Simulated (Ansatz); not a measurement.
Several settings on one geometry of [PrCl6]3- (PrCl₆³⁻) (that of the charge -3 triplet, PBE0-D4/def2-SVP). Ansatz on 4 threads of Arm Neoverse V1 on a shared host; times are rough.

```xyz
7

Pr    0.0000    0.0000    0.0000
Cl   -0.0212   -0.0030    2.7993
Cl    0.0210    0.0032   -2.7993
Cl    2.7993    0.0099    0.0211
Cl   -2.7993   -0.0101   -0.0211
Cl   -0.0099    2.8111    0.0030
Cl    0.0101   -2.8111   -0.0030
```

Totals from different functionals, basis sets or treatments of relativity can't be compared as stabilities.

In the def2 sets Pr takes a core potential; there is no spin–orbit coupling. With an open 4f shell the SCF may have ended on a state above the lowest. A multiply charged anion in the gas phase is held together partly by the finite basis. Removing one electron lowers the energy by 1.79 eV at PBE0-D4/def2-TZVP, so it isn't bound.

Give the basis size and estimate the energy, ⟨S²⟩ and time of these runs.

| run | method | charge | state | further keys |
| --- | --- | --- | --- | --- |
| 1 | UKS CAM-B3LYP/def2-TZVPP | -3 | triplet | scf: {lower_state_search: off} |
| 2 | UKS RPBE-D3(BJ)-ATM/def2-TZVPP | -3 | triplet | scf: {omitted_lower_state_checks: [starts]}; forces asked |
| 3 | UKS PBE/def2-TZVPP | -3 | triplet | nuclear_model: gaussian; scf: {omitted_lower_state_checks: [starts]}; forces asked |


```
run  functions  energy (Eh)  ⟨S²⟩  wall time
  1        354   -3278.6711  2.00    3.4 min
  2        354   -3278.4524  2.01    2.1 min
  3        354   -3277.4325  2.01    2.9 min
```

The highest occupied level of an anion often lies above zero with these methods, and sets without diffuse functions describe the outer electron poorly.
